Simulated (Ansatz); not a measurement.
`C#[C][SnH2][Cl]`, charge 0, multiplicity 1.

Problem. Give a relaxed structure at PBE0-D4/def2-TZVP (the Gaussian-basis code of Ansatz). (An estimate is asked.)

Solution. Computed: 
Cartesian coordinates in Å:
```
C 1.728 -1.294 0.071
C 0.768 -0.570 -0.027
Sn -0.877 0.671 -0.221
Cl -1.653 1.081 1.933
H 2.576 -1.934 0.164
H -0.417 2.169 -0.870
H -2.125 -0.123 -1.050
```
Point group Cs.
